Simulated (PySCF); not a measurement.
C3H6FNSi. Atoms are numbered in the order given.

```xyz
12

C      2.7297    -0.4546    -0.6745
C      1.7012    -0.3658    -0.0153
C      0.4154    -0.2186     0.6514
N     -0.1992    -1.5071     1.0345
Si    -0.6942     0.7746    -0.5507
F     -2.1849     0.8139     0.1546
H      3.6567    -0.5399    -1.2237
H      0.5574     0.3884     1.5757
H     -0.2913    -2.1017     0.1990
H     -1.1587    -1.3278     1.3622
H     -0.8137     0.0040    -1.8324
H     -0.2504     2.1914    -0.7737
```

Geometry optimised at PBE-D3(BJ)/def2-SVP. The structure was generated by enumeration; whether it is a known compound was not checked. The values are those of a single conformer.

Method: PBE0/pcSseg-1 (PySCF).

GIAO shieldings, no solvent; atoms listed in one row are averaged. δ = σ(ref) − σ: ¹³C against TMS (σ = 186.3 ppm); ¹⁵N against NH3 (σ = 267.4 ppm); ²⁹Si against TMS (σ = 352.7 ppm); ¹⁹F against CFCl3 (σ = 167.2 ppm); ¹H against TMS (σ = 31.56 ppm), references at their B3LYP-D3(BJ)/def2-TZVP geometries, non-relativistic.

| nucleus | atoms | count | δ (ppm) |
|---|---|---|---|
| ¹³C | C1 | 1 | 85.6 |
| ¹³C | C2 | 1 | 85.1 |
| ¹³C | C3 | 1 | 37.2 |
| ¹⁵N | N4 | 1 | 35.3 |
| ²⁹Si | Si5 | 1 | -1.8 |
| ¹⁹F | F6 | 1 | -221.2 |
| ¹H | H12 | 1 | 5.49 |
| ¹H | H11 | 1 | 4.92 |
| ¹H | H8 | 1 | 3.91 |
| ¹H | H7 | 1 | 2.92 |
| ¹H | H10 | 1 | 1.45 |
| ¹H | H9 | 1 | 0.48 |
